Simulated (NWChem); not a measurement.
Molecule: C$_{2}$H$_{7}$BeNO; SMILES C[N](C)[Be][OH]

```xyz
12

Be     0.1142     0.0000    -1.0713
O      0.1867     0.0000    -2.5030
H     -0.5469     0.0000    -3.1336
N      0.0557     0.0000     0.4391
C      0.0041     1.2087     1.2368
C      0.0041    -1.2087     1.2368
H     -0.9337     1.2757     1.8429
H      0.8556     1.2746     1.9585
H      0.0471     2.1122     0.5934
H      0.8556    -1.2746     1.9585
H     -0.9337    -1.2757     1.8429
H      0.0471    -2.1122     0.5934
```
Atoms are numbered in this order, from 1.

Level: PBE-D3(BJ)/def2-SVP (NWChem), optimised geometry, unscaled harmonic frequencies. 

List the harmonic frequencies with IR intensities, and the thermochemistry.


| frequency (cm⁻¹) | IR intensity (km/mol) |
|---|---|
| 116 | 0.1 |
| 151 | 3.7 |
| 243 | 0.5 |
| 260 | 6.1 |
| 305 | 110.9 |
| 340 | 0.3 |
| 354 | 61.6 |
| 456 | 53.4 |
| 519 | 225.0 |
| 603 | 3.2 |
| 987 | 20.8 |
| 1054 | 1.8 |
| 1070 | 0.0 |
| 1129 | 0.6 |
| 1200 | 76.7 |
| 1215 | 9.3 |
| 1381 | 5.5 |
| 1394 | 0.0 |
| 1399 | 8.3 |
| 1407 | 36.1 |
| 1430 | 18.4 |
| 1435 | 36.5 |
| 1570 | 364.2 |
| 2878 | 78.1 |
| 2885 | 139.5 |
| 2922 | 121.3 |
| 2933 | 0.2 |
| 3030 | 22.3 |
| 3030 | 30.0 |
| 3855 | 114.1 |

```json
{
 "zero_point_energy": "59.4 kcal/mol",
 "thermal correction to the enthalpy at 298.15 K (with zero-point energy)": "64.4 kcal/mol",
 "heat capacity Cv": "24.1 cal/(mol K)",
 "entropy at 298.15 K and 1 atm (symmetry number 1)": "80.1 cal/(mol K)",
 "dipole_moment": "1.30 D"
}
```

Rigid rotor and harmonic oscillator.
